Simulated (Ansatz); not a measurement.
F5Mo (SMILES [F][Mo]([F])([F])([F])[F]), doublet, at a GFN2-xTB geometry (such geometries of metal compounds can be far from the true shape) (the multiplicity is a formal guess) (core potentials on Mo). Base run: Ansatz (a first-principles code) with HF/def2-SV(P).

Input for Ansatz:
Ansatz 0.2 input:
```yaml
crystal:
  periodic: [false, false, false]
  atoms:
    - {symbol: Mo, position_ang: [0.02633584, -0.02156110, 0.09042112]}
    - {symbol: F, position_ang: [0.49885408, -0.40841101, 1.71275931]}
    - {symbol: F, position_ang: [-1.40984929, 0.59651184, -0.90024484]}
    - {symbol: F, position_ang: [0.97478526, 1.40967311, 0.28674227]}
    - {symbol: F, position_ang: [0.66843933, 0.01047927, -1.64530278]}
    - {symbol: F, position_ang: [-0.85512995, -1.50763472, 0.12408079]}
basis:
  gaussian:
    orbitals: def2-SV_P_.json
hamiltonian:
  xc: hf
magnetization: {spin_polarized: true, initial_magnetization: 1}
```
The basis file holds def2-SV(P) in the JSON format of the Basis Set Exchange.

The base run was repeated with changes; each row names its change, and settings that it needs were set with it.

| change | basis functions | E (Eh) | core-seconds (rough) |
|---|---|---|---|
| base | 94 | -564.29471 | 20 |
| basis = 3-21G | 84 | -4451.28622 | 30 |
| basis = def2-SVP | 101 | -564.36376 | 20 |
| basis = def2-SVPD | … | … | 30 |
| basis = def2-TZVP | 195 | -565.02814 | 50 |
| basis = def2-TZVPP | … | … | 70 |
| basis = def2-TZVPD | 240 | -565.03721 | 80 |

### Question
Some entries are withheld; supply them.

### Answer

- basis = def2-SVPD, basis functions: 149
- basis = def2-SVPD, E (Eh): -564.40622
- basis = def2-TZVPP, basis functions: 211
- basis = def2-TZVPP, E (Eh): -565.04744

Totals compare only among sets that treat the same electrons; sets with core potentials leave the core out.
